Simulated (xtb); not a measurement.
Cl₂H₅NSi₂, SMILES Cl[SiH2]N[SiH2]Cl. All values are semi-empirical tight-binding results from xtb (GFN2-xTB unless named), good for trends rather than for accurate numbers. Geometry optimised at GFN2-xTB. Other conformers were not sampled.

Optimised geometry:

Bonds (Å): Si1–Cl2 2.012, Si1–N3 1.734, Si1–H6 1.459, Si1–H7 1.458, N3–Si4 1.731, N3–H8 1.008, Si4–Cl5 2.000, Si4–H9 1.460, Si4–H10 1.461. Angles (°): Cl2–Si1–N3 105.1, Cl2–Si1–H6 108.8, Cl2–Si1–H7 108.9, N3–Si1–H6 110.4, N3–Si1–H7 110.4, H6–Si1–H7 113.0, Si1–N3–Si4 130.9, Si1–N3–H8 115.2, Si4–N3–H8 113.9, N3–Si4–Cl5 106.4, N3–Si4–H9 109.0, N3–Si4–H10 110.2, Cl5–Si4–H9 109.6, Cl5–Si4–H10 108.8, H9–Si4–H10 112.7.

Computed properties:
| Item | Value |
|---|---|
| orbital gap | 5.32 eV |
| dipole moment | 1.79 D |
| zero-point energy | 32.3 kcal/mol |
| G − E(el) at 298.15 K (modified RRHO) | 10.6 kcal/mol |
| static polarisability (D4 model) | 93.4 bohr³ |
| solvation energy, GFN2-xTB/ALPB(water) | -0.8 kcal/mol |
| solvation energy, GFN2-xTB/ALPB(ether) | -5.0 kcal/mol |

Computed atomic charges and the Wiberg bond orders between heavy atoms:
charges (e) Si1 0.53, Cl2 -0.27, N3 -0.44, Si4 0.52, Cl5 -0.25, H6 -0.06, H7 -0.06, H8 0.16, H9 -0.07, H10 -0.07. Bond orders Si1–Cl2 1.07, Si1–N3 1.06, N3–Si4 1.06, Si4–Cl5 1.11.
